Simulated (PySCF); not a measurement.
**Substituent effects on chemical shifts**

Parent skeleton `[CH3:1][NH:2][CH:3]=[O:4]`; one hydrogen on atom 1 is replaced by X. Hydrogens on one atom are averaged.

PySCF 2.14.0 with density-fitted response routines calculation with structure optimised with GFN2-xTB and σ from GIAO-PBE0/pcSseg-1; a single conformation, in vacuum, non-relativistic Hamiltonian, equivalent nuclei averaged.

References, each an isolated molecule treated in the same way: ¹³C (σref 186.93) and ¹H (σref 31.72) vs TMS; NH3 for ¹⁵N (σref 267.73); ¹⁷O (σref 336.08) against H2O.

Parent (X = H): C1 24.2, N2 124.6, C3 160.1, O4 410.3, H(C1) 3.12, H(C3) 8.13 ppm. Effects are Δδ = δ(X) − δ(H), positive for deshielding.

Order these by the shift of C1, most shielded first.
A. X = ethynyl
B. X = CH3
C. X = allyl

## Answers

A (+3.5 ppm), B (+9.4 ppm), C (+17.3 ppm).

Unscaled 17O shifts of doubly bonded oxygen tend to come out too high, by tens of ppm or more. Experimental scales use liquid or dissolved standards, which lie at an offset from isolated NH3 (liquid NH3: subtract about 20 ppm) and H2O (liquid H2O: subtract about 36 ppm).
